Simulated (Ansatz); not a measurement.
Input and output for `O=C(S)BF`.

```yaml
crystal:
  periodic: [false, false, false]
  atoms:
    - {symbol: O, position_ang: [0.512798, -1.880518, 0.371460]}
    - {symbol: C, position_ang: [0.199146, -0.721080, 0.364371]}
    - {symbol: S, position_ang: [-0.015642, 0.188787, 1.894679]}
    - {symbol: B, position_ang: [-0.031407, 0.137942, -0.963029]}
    - {symbol: F, position_ang: [0.855222, 0.033916, -1.919829]}
    - {symbol: H, position_ang: [-0.489618, 1.305004, 1.314663]}
    - {symbol: H, position_ang: [-0.969199, 0.867851, -1.107913]}
basis:
  gaussian: {orbitals: cc-pVTZ-DK, nuclear_model: gaussian}
hamiltonian: {xc: {name: B3LYP}, dispersion: d3bj}
output: {forces: true}
```

```sh
$ ansatz run in.yaml --threads 2 --pin off --events-out ev --progress --plain --max-ram 4352MiB
```

Shortened log:

```
Functional definition: B3LYP
1097 factors; their error is unknown
mean field evaluation 1: about -17377.5448 eV, gradient 5.8e1 eV
mean field evaluation 2: about -17340.7998 eV, gradient 1.4e2 eV
mean field evaluation 4: about -17383.3551 eV, gradient 1.3e1 eV
mean field evaluation 8: about -17383.6490 eV, gradient 8.6e-2 eV
mean field evaluation 16: about -17383.6475 eV, gradient 2.1e-4 eV
mean field -17383.64749089 eV, -638.8372622306 hartree, gradient 4.1e-5 eV, S^2 0.000000; 0 other end points of the search recorded, 0 dependent functions left out
reference -17383.64771783 eV, -638.8372705707 hartree; 23, 23 occupied and 159, 159 virtual orbitals, 1097 factors
Total energy: -17383.90260253 eV, -638.8466374107 hartree
Relativity: scalar
Atom 0 at     0.512798    -1.880518     0.371460 Å, force     0.094100    -0.333808    -0.001002 eV/Å
Atom 1 at     0.199146    -0.721080     0.364371 Å, force    -0.059598     0.132342    -0.359669 eV/Å
Atom 2 at    -0.015642     0.188787     1.894679 Å, force    -0.028683     0.161569     0.393085 eV/Å
Atom 3 at    -0.031407     0.137942    -0.963029 Å, force    -0.201462     0.066045     0.063364 eV/Å
Atom 4 at     0.855222     0.033916    -1.919829 Å, force     0.098911    -0.001293    -0.125638 eV/Å
Atom 5 at    -0.489618     1.305004     1.314663 Å, force    -0.028398     0.071190     0.007755 eV/Å
Atom 6 at    -0.969199     0.867851    -1.107913 Å, force     0.125132    -0.096046     0.022106 eV/Å
Dipole moment:    -0.258600     0.532221    -0.042703 e Å
```

It took 4.3 s on 2 threads of an Arm Neoverse V1 on a shared host, with 0.4 GiB of host memory at the peak.
